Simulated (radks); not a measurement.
Values are calculated unless marked as measured or tabulated.
Problem. Coherent X-ray form factor from a spherical all-electron density. Level of theory: non-relativistic Kohn-Sham, TPSS, spin-polarised, spherical densities, point nucleus; meta-GGA in the generalised Kohn-Sham scheme (a radial shooting solver on a logarithmic mesh with Libxc functionals).

sin(theta)/lambda (1/angstrom),f0 (electrons)
0.05,17.941
0.1,17.767
0.15,17.483
0.2,17.098
0.25,16.624
0.3,16.074
0.4,14.813
0.5,13.440
0.6,12.073
0.8,9.685
1,7.975
1.25,6.662
1.5,5.843
2,4.549

The species is in the configuration that NIST lists as its ground one. Which atom or ion scatters so?

Solution. The germanium ion Ge14+, [Ar]. Extrapolating in s^2 from the first two rows gives f0(0) = 18.0, near the electron count 18; among species with that count, the fall with angle is slower the higher Z, and the table is that of Z = 32; from so few rows the species is fixed only to a neighbour or two.
